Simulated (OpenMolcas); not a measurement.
An OpenMolcas run meant for Co V (ANO-R1, X2C; inactive shells 1s 2s 2p 3s 3p; intended active space 5 electrons in 5 orbitals (3d)). One step of its input:

```
&RASSCF
FileOrb=start.orb
Symmetry=1
Spin=6
nActEl=5 0 0
Inactive=3 6
Ras2=5 0
CIRoot=3 3 1
SDav=1
CIMx=300
Iter=53 100
PrWF=0.3
OrbListing=Nothing
MaxOrb=0
Atom
>>> COPY $Project.JobIph JOB001
```

Lines from the output:

```
...
      Number of secondary orbitals              17
      Spin quantum number                      2.5
      State symmetry                             1
Orbital specifications:
      -----------------------

      Symmetry species                           1   2
                                                ag  au
      Frozen orbitals                            0   0
      Inactive orbitals                          3   6
      Active orbitals                            5   0
      RAS1 orbitals                              0   0
      RAS2 orbitals                              5   0
      RAS3 orbitals                              0   0
      Secondary orbitals                         7  10
      Deleted orbitals                           0   0
      Number of basis functions                 15  16
      Number of CSFs                             1
      Number of root(s) required                 3
 ************ ERROR ***********
  You can't ask for more roots
  than there are configurations
 ******************************
--- Stop Module: rasscf at  /rc=_RC_INPUT_ERROR_ ---
.####################.
.# User input error #.
.####################.
```

Q: What is wrong with the input?

A: CIRoot asks for more roots than the active space has configuration state functions.
